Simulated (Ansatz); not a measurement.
Calculated with Ansatz (gas phase, PBE0-D4/def2-TZVP geometries, no zero-point term in ΔE). CBS: MP2 limit from def2 TZ/QZ plus the TZ coupled-cluster correction, frozen cores. This one scheme is used for every species. Functionals use def2-TZVPP. For Ge outer-core shells are correlated without core-valence functions, which leaves a few kJ/mol of doubt a bond. Scalar relativity is left out up to krypton.

Reaction (ligand exchange at the Al–C bond): `C[CH]([AlH2])[GeH3]` + `BN` → `B[NH][AlH2]` + `C[CH2][GeH3]`

`C[CH]([AlH2])[GeH3]`:

Z-matrix (Å, degrees):
```
C
C 1 1.533
H 1 1.094 2 111.8
H 1 1.095 2 112.4 3 -120.4
H 1 1.094 2 111.5 3 119.3
Al 2 1.953 1 115.4 3 -61.8
Ge 2 1.967 1 110.3 3 174.6
H 2 1.098 1 110.7 3 60.6
H 6 1.590 2 119.6 1 -17.4
H 6 1.589 2 119.9 1 164.0
H 7 1.540 2 111.4 1 -170.7
H 7 1.545 2 110.3 1 69.2
H 7 1.542 2 109.9 1 -49.5
```

`BN`:

Z-matrix (Å, degrees):
```
B
N 1 1.385
H 1 1.197 2 119.0
H 1 1.197 2 119.0 3 -180.0
H 2 1.006 1 123.2 3 -0.0
H 2 1.006 1 123.2 3 180.0
```

`B[NH][AlH2]`:

Z-matrix (Å, degrees):
```
B
N 1 1.403
H 1 1.201 2 118.6
H 1 1.200 2 120.9 3 180.0
Al 2 1.803 1 124.4 3 -0.0
H 2 1.012 1 115.8 3 -180.0
H 5 1.577 2 118.3 1 0.1
H 5 1.583 2 117.1 1 -179.8
```

`C[CH2][GeH3]`:

Cartesian coordinates in Å:
```
C 0.398 -0.415 1.323
C 0.594 0.438 0.078
Ge -0.761 0.108 -1.299
H 0.445 -1.482 1.089
H 1.167 -0.211 2.073
H -0.572 -0.227 1.790
H 1.574 0.252 -0.370
H 0.562 1.502 0.327
H -2.165 0.411 -0.741
H -0.723 -1.370 -1.734
H -0.520 0.993 -2.536
```

Q: Is it downhill or uphill in electronic energy at CCSD(T)/CBS, and by how much? (Estimate.)

A: Ansatz gave: Downhill: ΔE = -20.2 kcal/mol.

Q: What do these levels give: PBE-D4, B2PLYP, PBE0, MP2/def2-TZVPP, MP2/def2-QZVPP, HF/CBS(def2)? (Best estimate.)

A: Ansatz gave: PBE-D4 -17.9, B2PLYP -21.5, PBE0 -19.4, MP2/def2-TZVPP -20.8, MP2/def2-QZVPP -20.5, HF/CBS(def2) -24.7 kcal/mol.

Largest T1 diagnostic among the species: 0.012.

In def2-TZVPP, CCSD(T) changes the Hartree–Fock value by +3.8 kcal/mol (the triples alone add +0.6 kcal/mol) and MP2 by +3.7 kcal/mol. The D4 term adds +1.2 kcal/mol with B3LYP and +0.7 kcal/mol with PBE0; it sums over pairs of atoms, weighted by their polarisabilities, and B3LYP, whose exchange is more repulsive, gets the larger term. From PBE to PBE0 (25 % exact exchange), in def2-TZVPP and without D4, ΔE moves by −0.8 kcal/mol.

B3LYP here is the variant with VWN-RPA as its local correlation; programs differ in this.
